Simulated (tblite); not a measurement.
Species: C7H3N3.
Bonds: C1–C2 (triple), C2–C3, C3–C4 (aromatic), C4–N5 (aromatic), N5–C6 (aromatic), C6–C7 (aromatic), C7–C8, C8–N9 (triple), C7–N10 (aromatic), C3–N10 (aromatic). Hydrogens: H11 on C1; H12 on C4; H13 on C6.

Computed geometry: GFN2-xTB, gas phase.

**Question.** Give the optimised bond lengths and angles.

**Answer.** 
```tsv
bond	length (Å)	order
C1≡C2	1.201	triple
C2–C3	1.415	single
C3–C4	1.406	aromatic
C4–N5	1.319	aromatic
N5–C6	1.322	aromatic
C6–C7	1.401	aromatic
C7–C8	1.421	single
C8≡N9	1.145	triple
C7–N10	1.329	aromatic
C3–N10	1.329	aromatic
C1–H11	1.049	single
C4–H12	1.081	single
C6–H13	1.081	single
```

Orders are formal, as drawn. A selection of angles:
```tsv
angle	degrees
C1–C2–C3	178.6
C2–C3–C4	120.9
C2–C3–N10	118.3
C4–C3–N10	120.8
C3–C4–N5	121.5
C4–N5–C6	117.9
N5–C6–C7	120.9
C6–C7–C8	120.1
C6–C7–N10	121.6
C8–C7–N10	118.4
C7–C8–N9	177.3
C3–N10–C7	117.3
```

The C–C distances run from 1.201 Å (C1≡C2, drawn triple) to 1.421 Å (C7–C8, drawn single), a spread of 0.220 Å. The C–N distances run from 1.145 Å (C8≡N9, drawn triple) to 1.329 Å (C7–N10, aromatic), a spread of 0.184 Å. N5 (pyridine-type nitrogen) is bent (angle 117.9°). The 6-membered ring C3–C4–N5–C6–C7–N10 has internal angles of 117.3° to 121.6°; it is planar, 0.00 Å rms from its mean plane, widest ring torsion 0°. The 10 heavy atoms lie in one plane (0.001 Å rms).

Point group: Cs (every atom within 0.08 Å of its image). Its GFN2-xTB frequencies are all real (lowest 96 cm⁻¹).

Time: 0.27 s of wall time. Hardware: one thread of an Arm Neoverse N1 (shared host). These figures are those of the optimisation.
